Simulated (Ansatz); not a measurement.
One change: `OCNBCl` becomes `OCN[SiH2]F`.

Ansatz, PBE0-D4/def2-TZVP geometries, multiplicity 1. Each molecule was computed in one conformer, which needn't be the lowest.

```tsv
property	`OCNBCl`
HOMO energy (ωB97M-V/def2-TZVPP) / eV	-10.54
HOMO–LUMO gap (B3LYP/def2-TZVPP) / eV	7.71
HOMO–LUMO gap (PBE0/def2-TZVPP) / eV	8.20
LUMO energy (PBE0/def2-TZVPP) / eV	-0.03
HOMO energy (PBE0/def2-TZVPP) / eV	-8.23
HOMO–LUMO gap (ωB97M-V/def2-TZVPP) / eV	12.28
```

(1) Give the same properties after the change, and the shifts. (Estimate.)

Results:

(1) Ansatz gave: 
| property | `OCN[SiH2]F` | shift |
| --- | --- | --- |
| HOMO energy (ωB97M-V/def2-TZVPP) / eV | -10.22 | 0.32 |
| HOMO–LUMO gap (B3LYP/def2-TZVPP) / eV | 7.87 | 0.16 |
| HOMO–LUMO gap (PBE0/def2-TZVPP) / eV | 8.40 | 0.20 |
| LUMO energy (PBE0/def2-TZVPP) / eV | 0.58 | 0.61 |
| HOMO energy (PBE0/def2-TZVPP) / eV | -7.82 | 0.41 |
| HOMO–LUMO gap (ωB97M-V/def2-TZVPP) / eV | 12.36 | 0.08 |

With PBE0 the HOMO rises by 0.41 eV and the LUMO rises by 0.61 eV, so the gap widens by about 0.20 eV. PBE moves the HOMO by 0.44 eV and ωB97M-V by 0.32 eV.

B3LYP here is the variant with VWN-RPA as its local correlation; programs differ in this.
